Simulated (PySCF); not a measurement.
Isomers of C3H5GeN, mass 128.963 u with the commonest isotopes. Computed with PBE0-D3(BJ)/def2-SVP geometry optimisation, gas phase in PySCF 2.14.0. One conformer each, none proved a minimum here; rigid rotors.

Problem. Order these by rotational constant A, smallest first.
A. `[H]/[N:5]=[CH:4]\[GeH2:3][C:2]#[CH:1]` with C2–Ge3–C4–N5 0°
B. `[CH:1]#[C:2][GeH2:3][N:4]=[CH2:5]` with C2–Ge3–N4–C5 0°
C. `[CH2:1]=[CH:2][GeH2:3][C:4]#[N:5]` with C1–C2–Ge3–C4 -115°

Solution. A (4122 MHz), B (4655 MHz), C (6607 MHz).

Problem. Order these by radius of gyration √(Σ m r²/M), smallest first.
A. `[CH:1]#[C:2][GeH2:3][N:4]=[CH2:5]` with C2–Ge3–N4–C5 0°
B. `[CH2:1]=[CH:2][GeH2:3][C:4]#[N:5]` with C1–C2–Ge3–C4 -115°
C. `[H]/[N:5]=[CH:4]\[GeH2:3][C:2]#[CH:1]` with C2–Ge3–C4–N5 0°

Solution. A (1.494 Å), C (1.516 Å), B (1.576 Å).

Problem. Order these by rotational constant B, largest first.
A. `[CH2:1]=[CH:2][GeH2:3][C:4]#[N:5]` with C1–C2–Ge3–C4 -115°
B. `[H]/[N:5]=[CH:4]\[GeH2:3][C:2]#[CH:1]` with C2–Ge3–C4–N5 0°
C. `[CH:1]#[C:2][GeH2:3][N:4]=[CH2:5]` with C2–Ge3–N4–C5 0°

Solution. B (2855 MHz), C (2769 MHz), A (1980 MHz).

| SMILES | point group | Ia (u·Å²) | Ib (u·Å²) | Ic (u·Å²) | κ | μa (D) | μb (D) | μc (D) |
| --- | --- | --- | --- | --- | --- | --- | --- | --- |
| [H]/N=[CH]\[GeH2][C]#C | Cs | 122.60 | 176.99 | 293.22 | -0.06 | 1.13 | 1.09 | 0.01 |
| C=[CH][GeH2][C]#N | C1 | 76.49 | 255.29 | 308.62 | -0.86 | 3.99 | 1.36 | 0.11 |
| C#[C][GeH2][N]=C | Cs | 108.56 | 182.49 | 284.57 | -0.31 | 1.21 | 1.10 | 0.00 |
